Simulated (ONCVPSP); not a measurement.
**iridium (Ir): one change to an ONCV potential, before and after**

iridium, optimised norm-conserving Vanderbilt (ONCV), made with ONCVPSP 4.0.1 (PBE, scalar-relativistic). Core [Kr] 4d10 4f14, reference 5s2 5p6 5d7 6s2. Waves: 5s+6s: rc 1.45 bohr, ncon 3, nbas 6, qcut 8.2 1/bohr, 2 projectors; 5p: rc 1.65 bohr, ncon 5, nbas 9, qcut 9.5 1/bohr, 1 projector; 5d: rc 2.25 bohr, ncon 4, nbas 9, qcut 5.6 1/bohr, 2 projectors, debl 3.8 Ha. Local part: polynomial inside 1.10 bohr (lpopt 1, dvloc0 0 Ha). Core correction: none.

Change: p: qcut 7.

Cutoffs: the cutoffs (Ha) at which the residual kinetic energy of the hardest occupied pseudo-wave falls to 1 and 0.1 mHa per electron; they do not see the model core or the augmentation charge, which bear on the density cutoff. Errors are all-electron minus pseudo energies relative to the spin-unpolarised reference configuration.

Task: How do hardness, ghosts and transferability respond?

Result: The potential gets neither clearly harder nor softer (31 Ha and 37 Ha → 26 Ha and 53 Ha); the s channel sets the loose cutoff, while the largest relative change is in p, which becomes softer; of the 4 tests that both files solve, the error grows in 1 and shrinks in 0 by more than 15 % and 0.3 meV (median size 12.1 → 12.4 meV); neither file shows a bound ghost.

| quantity | base | changed |
| --- | --- | --- |
| cutoff, loose | 31 Ha | 26 Ha |
| cutoff, tight | 37 Ha | 53 Ha |
| loose cutoff by channel | s 26 Ha, p 31 Ha, d 13 Ha | s 26 Ha, p 20 Ha, d 13 Ha |
| bound ghosts | none | none |
| GHOST(+) flags under 300 eV | s at 226.5 eV | s at 226.5 eV |
| error for 5s2 5p6 5d7 6s1, meV [ΔE 9.88 eV] | -2.5 | -2.6 |
| error for 5s2 5p6 5d7 6s0, meV [ΔE 27.35 eV] | -6.9 | -7.6 |
| error for 5s2 5p6 5d6 6s0, meV [ΔE 57.89 eV] | -17 | -17 |
| error for 5s2 5p5 5d7 6s2, meV [ΔE 60.95 eV] | -160 | -187 |
| s: phases at 1.47 bohr within 0.05 rad from the reference energy up to (Ha; the scan ends near 5) | to the end of the scan | to the end of the scan |
| p: phases at 1.68 bohr within 0.05 rad from the reference energy up to (Ha; the scan ends near 5) | 0.8 | 0.4 |
| d: phases at 2.29 bohr within 0.05 rad from the reference energy up to (Ha; the scan ends near 5) | to the end of the scan | to the end of the scan |
